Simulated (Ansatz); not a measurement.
BrCu, SMILES `[Cu][Br]`, relaxed with RKS PBE-D4/def2-SVP in Ansatz 0.2.0 from a rough embedded geometry. The force threshold is 0.03 eV/Å; the program also tests the step.

Charge 0, multiplicity 1.

Start:

```xyz
2

Cu   -0.709   -1.198    0.153
Br    0.709    1.198   -0.153
```

```tsv
step	energy (eV)	largest force (eV/Å)	largest move (Å)
1	-114654.7198	1.795	0.000
2	-114655.3650	1.631	0.154
3	-114655.6494	1.269	0.195
4	-114655.7109	0.290	0.063
5	-114655.7159	0.044	0.013
6	-114655.7160	0.000	0.002
```

End:

```xyz
2

Cu   -0.556   -0.940    0.120
Br    0.556    0.940   -0.120
```

Hardware: 2 threads of an AMD EPYC 7R13 on a shared host. Wall time 7.5 s, peak host memory 0.16 GiB.
